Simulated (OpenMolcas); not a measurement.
# Se: the spin-orbit constant, Slater's ratio, thermal populations, worked from levels

```json
{"Program": "OpenMolcas", "Basis": "ANO-RCC-VQZP [7s6p4d2f1g]", "Scalar Hamiltonian": "DKH2, point nucleus", "Active space": "6 electrons in 9 orbitals (RAS2 4s 4p; RAS3 4d, at most 2 electrons)", "State averaging": "2S+1 = 3 even, 3 roots; 2S+1 = 1 even, 6 roots; 2S+1 = 3 odd, 3 roots", "Spin-orbit coupling": "RASSI with atomic mean-field integrals over the reference wave functions, term energies averaged over their components"}
```

Methods: RASSCF; SS-RASPT2, IPEA 0.25 Eh, imaginary shift 0.1 Eh (closed shells correlated: 3d). Measured levels: NIST Handbook of Basic Atomic Spectroscopic Data.

**The spin-orbit constant.** For the Hund term ³P of p4, E(J) = (A/2) J(J+1) + constant and ζ = -2S·A = -2A. From J = 0 to J = 2 the energy changes by 3 A.

| Source | E(2) - E(0) | A | ζ |
| --- | --- | --- | --- |
| RASSCF | -2375.6 | -791.9 | 1584 |
| SS-RASPT2 | -2378.7 | -792.9 | 1586 |
| measured | -2534.4 | -844.8 | 1690 |

All in cm-1. SS-RASPT2 is off by -6.1 % and RASSCF by -6.3 %. Both methods take the spin-orbit matrix elements from the reference wave functions, so the second can move ζ only through the term energies and any multistate remixing. Second-order mixing with other terms is absorbed into this ζ.

**Slater's ratio.** With one set of orbitals, p4 has ¹D - ³P = 6 F2 and ¹S - ¹D = 9 F2 (F2 = F²/25), a ratio of 3/2. Term energies are centres of gravity, weighted by 2J + 1.

```csv
Source,¹D - ³P,¹S - ³P,F2 from the first,Ratio
RASSCF,10333,23037,1722,1.229
SS-RASPT2,8765,21660,1461,1.471
measured,8631,21501,1438,1.491
```

Energies in cm-1. A ratio away from 3/2 shows effects beyond one configuration with one set of orbitals, and in heavier atoms second-order spin-orbit shifts.

**Thermal populations.** Z = Σ (2J + 1) exp(-E/kT) with k = 0.695035 cm-1/K, over the levels below. No other level of either list lies under 48100 cm-1, which is above 7 kT at each temperature.

```
      Level  2J + 1  SS-RASPT2  measured
4s² 4p⁴ ³P₂       5        0.0       0.0
4s² 4p⁴ ³P₁       3       1817      1989
4s² 4p⁴ ³P₀       1       2380      2534
4s² 4p⁴ ¹D₂       5       9630      9576
4s² 4p⁴ ¹S₀       1      22530     22446
```

```
T (K)  Z, SS-RASPT2  Z, measured levels  Ground level (%), SS-RASPT2  Ground level (%), measured levels
 3000         6.624               6.503                         75.5                               76.9
 5000         7.597               7.494                         65.8                               66.7
 8000         8.718               8.643                         57.4                               57.9
```

At 8000 K, kT = 5560 cm-1, and the computed levels give Z = 5.000 + 2.164 + 0.652 + 0.885 + 0.017 = 8.718.

Term energies are means over components that CASPT2 splits; among the terms shown or strongly mixed into the levels shown the widest spread is 48 cm-1 (4s² 4p⁴ ¹D, SS-RASPT2). Active for correlation alone: 4d; no level in the range computed is led by a configuration that fills it, so any true level of that kind is missing. Without dynamic correlation excited terms often stand tens of per cent too high (terms of higher spin than the ground term too low), and those without a measured partner can miss by more than the paired ones (holds for RASSCF). Computed and measured levels are paired by configuration, term and J; levels that our copy of the source lacks, or whose pairing is in doubt (as where it misses far off the trend of its configuration), stay unpaired and out of the deviations. Levels of configurations outside the active space are missing.
